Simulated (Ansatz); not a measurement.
Molecule: GeCl2, charge 0, multiplicity 3. This is an excited triplet: at this geometry the singlet lies 2.40 eV lower at RI-MP2/CBS(def2-TZVPPD,def2-QZVPPD)+[CCSD(T)-MP2]/def2-TZVPPD. 
Coordinates optimised at B3LYP-D3(BJ)/def2-TZVP (Ansatz, a first-principles code):
SMILES: [Cl][Ge][Cl]
```xyz
3

Ge    -0.0052     0.0050     0.5729
Cl     1.2199     1.4280    -0.5408
Cl    -1.2101    -1.4375    -0.5376
```
Charge 0, spin multiplicity 3.

Basis-set convergence of Hartree-Fock and MP2 correlation energies (hartree) with Ansatz. Valence correlation only, unless marked. Open shells are spin-unrestricted. Spin-orbit coupling is left out. The frozen core is the preceding noble-gas configuration, with the filled d and f shells of earlier blocks. No relativistic terms.

```csv
basis,functions,E(HF),"E(corr, MP2)"
def2-SVP,68,-2993.82583,-0.31801
def2-TZVPP,132,[?],[?]
```

Question: Some entries are withheld; supply them.

Answer: 
- def2-TZVPP, E(HF): -2994.41070
- def2-TZVPP, E(corr, MP2): -0.44340
